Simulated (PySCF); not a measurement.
Bonds: Si1-C2, Si1-C7, Si1-C12, Si1-C17, C2-C3, C7-C8, C12-C13, C17-C18. C2 carries H4; C3 carries H5, H6; C7 carries H9; C8 carries H10, H11; C12 carries H14; C13 carries H15, H16; C17 carries H19; C18 carries H20, H21.

PySCF calculation with PBE0-D3(BJ)/def2-SVP structure and GIAO KT2/pcSseg-1 shieldings; one averaged value for each set of equivalent atoms, no solvent model, no relativistic terms, one computed conformer.

References, each an isolated molecule treated in the same way: TMS for ¹³C and ¹H and ²⁹Si.

```tsv
atoms	nucleus	count	δ (ppm)
H4/H9/H14/H19	¹H	4	?
H5/H6/H10/H11/H15/H16/H20/H21	¹H	8	?
C2/C7/C12/C17	¹³C	4	133.8
Si1	²⁹Si	1	-31.0
C3/C8/C13/C18	¹³C	4	133.4
```

Complete the table.

## Answers


- H5/H6/H10/H11/H15/H16/H20/H21: 6.16 ppm, hydrogen on a carbon bonded to C
- H4/H9/H14/H19: 5.98 ppm, hydrogen on a carbon bonded to C, Si

Shifts are as computed. Against solution values, carbons near 30 ppm lie about +2 ppm off and those near 130 ppm about -5 ppm. Of 1313 compounds with measured shifts, 239 miss one by over three times the rms of a fit or turn the order of signals round; such compounds aren't used in these exercises.
